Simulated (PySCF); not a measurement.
disilylmethane (CH8Si2), singlet, geometry from GFN2-xTB; R2SCAN/STO-3G run with PySCF.

Here is a job for PySCF.
```python
from pyscf import gto, scf, dft

mol = gto.Mole()
mol.atom = '''
    Si    1.469501    0.675243   -0.004315
    C     0.249959   -0.773362   -0.140745
    Si   -1.582865   -0.324499    0.068147
    H     2.839701    0.182994   -0.185178
    H     1.181014    1.668952   -1.040543
    H     1.358676    1.297376    1.316715
    H     0.513805   -1.524899    0.604684
    H     0.384534   -1.254531   -1.110514
    H    -1.982528    0.632796   -0.965442
    H    -1.804865    0.261220    1.391816
    H    -2.402995   -1.534148   -0.060719
'''
mol.basis = 'sto-3g'
mol.charge = 0
mol.spin = 0
mol.verbose = 4
mol.build()

mf = dft.RKS(mol)
mf.xc = 'r2scan'
mf.DIIS = scf.EDIIS
mf.kernel()
mf.analyze()
```

Q: What does PySCF print? Leave out banner, timings and long lists.

A: 
```
PySCF version 2.14.0

[INPUT] verbose = 4
[INPUT] num. atoms = 11
[INPUT] num. electrons = 42
[INPUT] charge = 0
[INPUT] spin (= nelec alpha-beta = 2S) = 0
[INPUT] symmetry False subgroup None
[INPUT] Mole.unit = angstrom
[INPUT] Symbol           X                Y                Z      unit          X                Y                Z       unit  Magmom
[...]
nuclear repulsion = 150.449941345671
number of shells = 21
number of NR pGTOs = 93
number of NR cGTOs = 31
basis = sto-3g
ecp = {}

******** <class 'pyscf.dft.rks.RKS'> ********
method = RKS
initial guess = minao
damping factor = 0
level_shift factor = 0
DIIS = <class 'pyscf.scf.diis.EDIIS'>
diis_start_cycle = 1
diis_space = 8
diis_damp = 0
SCF conv_tol = 1e-09
SCF conv_tol_grad = None
SCF max_cycles = 50
direct_scf = True
direct_scf_tol = 1e-13
XC library pyscf.dft.libxc version 7.1.2
    S. Lehtola, C. Steigemann, M. J. T. Oliveira, and M. A. L. Marques,  SoftwareX 7, 1–5 (2018)
XC functionals = r2scan
    J. W. Furness, A. D. Kaplan, J. Ning, J. P. Perdew, and J. Sun,  J. Phys. Chem. Lett. 11, 8208–8215 (2020)
    J. W. Furness, A. D. Kaplan, J. Ning, J. P. Perdew, and J. Sun,  J. Phys. Chem. Lett. 11, 9248–9248 (2020)
    J. W. Furness, A. D. Kaplan, J. Ning, J. P. Perdew, and J. Sun,  J. Phys. Chem. Lett. 11, 8208–8215 (2020)
    J. W. Furness, A. D. Kaplan, J. Ning, J. P. Perdew, and J. Sun,  J. Phys. Chem. Lett. 11, 9248–9248 (2020)
radial grids:
    Treutler-Ahlrichs [JCP 102, 346 (1995); DOI:10.1063/1.469408] (M4) radial grids

becke partition: Becke, JCP 88, 2547 (1988); DOI:10.1063/1.454033
pruning grids: <function nwchem_prune>
grids dens level: 3
symmetrized grids: False
atomic radii adjust function: <function treutler_atomic_radii_adjust>
small_rho_cutoff = 0
Set gradient conv threshold to 3.16228e-05
Initial guess from minao.
tot grids = 130944
init E= -614.089945684874
[...]
cycle= 1 E= -614.623575535123  delta_E= -0.534  |g|= 0.328  |ddm|=  3.5
[...]
cycle= 2 E= -614.607777081019  delta_E= 0.0158  |g|= 0.395  |ddm|=    1
[...]
cycle= 3 E= -614.657215828625  delta_E= -0.0494  |g|= 0.0416  |ddm|= 0.597
[...]
cycle= 4 E= -614.65721582858  delta_E= 4.45e-11  |g|= 0.0416  |ddm|= 2.8e-09
[...]
cycle= 5 E= -614.657215829577  delta_E= -9.97e-10  |g|= 0.0416  |ddm|= 6.4e-08
[...]
cycle= 6 E= -614.657215828444  delta_E= 1.13e-09  |g|= 0.0416  |ddm|= 7.27e-08
[...]
cycle= 7 E= -614.657215827549  delta_E= 8.96e-10  |g|= 0.0416  |ddm|= 5.78e-08
[...]
[...]
[...]
cycle= 35 E= -614.657800556265  delta_E= 4.35e-07  |g|= 0.00179  |ddm|= 0.000609
[...]
cycle= 36 E= -614.657796339517  delta_E= 4.22e-06  |g|= 0.00415  |ddm|= 0.00608
[...]
cycle= 37 E= -614.657800109365  delta_E= -3.77e-06  |g|= 0.00229  |ddm|= 0.0087
[...]
cycle= 38 E= -614.657801567652  delta_E= -1.46e-06  |g|= 0.00083  |ddm|= 0.00279
[...]
cycle= 39 E= -614.657801610419  delta_E= -4.28e-08  |g|= 0.000747  |ddm|= 0.000123
[...]
cycle= 40 E= -614.65780157891  delta_E= 3.15e-08  |g|= 0.000812  |ddm|= 0.000116
[...]
cycle= 41 E= -614.657801572514  delta_E= 6.4e-09  |g|= 0.000824  |ddm|= 1.72e-05
[...]
cycle= 42 E= -614.657801568748  delta_E= 3.77e-09  |g|= 0.000831  |ddm|= 1.05e-05
[...]
cycle= 43 E= -614.657801568339  delta_E= 4.09e-10  |g|= 0.00083  |ddm|= 1.77e-05
[...]
cycle= 44 E= -614.657801567288  delta_E= 1.05e-09  |g|= 0.00083  |ddm|= 2.81e-05
[...]
cycle= 45 E= -614.657801361823  delta_E= 2.05e-07  |g|= 0.00117  |ddm|= 0.00281
[...]
cycle= 46 E= -614.657801782601  delta_E= -4.21e-07  |g|= 0.000235  |ddm|= 0.00189
[...]
cycle= 47 E= -614.657801785832  delta_E= -3.23e-09  |g|= 0.000216  |ddm|= 5.53e-05
[...]
cycle= 48 E= -614.657801787056  delta_E= -1.22e-09  |g|= 0.000209  |ddm|= 4.31e-05
[...]
cycle= 49 E= -614.657801783526  delta_E= 3.53e-09  |g|= 0.000229  |ddm|= 9.59e-05
[...]
cycle= 50 E= -614.657801781061  delta_E= 2.46e-09  |g|= 0.000251  |ddm|= 0.000183
SCF not converged.
SCF energy = -614.657801781061
**** SCF Summaries ****
Total Energy =                        -614.657801781061266
Nuclear Repulsion Energy =             150.449941345671135
One-electron Energy =                -1151.992698517597091
Two-electron Energy =                  386.884955390864604
Two-electron Coulomb Energy =          437.188177745099154
DFT Exchange-Correlation Energy =      -50.303222354234535
HOMO-LUMO gap [eV] =                    12.706782504012399
**** MO energy ****
[...]
 ** Mulliken pop on meta-lowdin orthogonal AOs  **
 ** Mulliken pop  **
[...]
 ** Mulliken atomic charges  **
charge of    0Si =      0.50612
charge of    1C =     -0.35799
charge of    2Si =      0.50612
charge of    3H =     -0.12287
charge of    4H =     -0.12246
charge of    5H =     -0.12247
charge of    6H =      0.04067
charge of    7H =      0.04067
charge of    8H =     -0.12246
charge of    9H =     -0.12246
charge of   10H =     -0.12287
Dipole moment(X, Y, Z, Debye):  0.06829, -0.21135, -0.03848
```

Convergence was not reached.
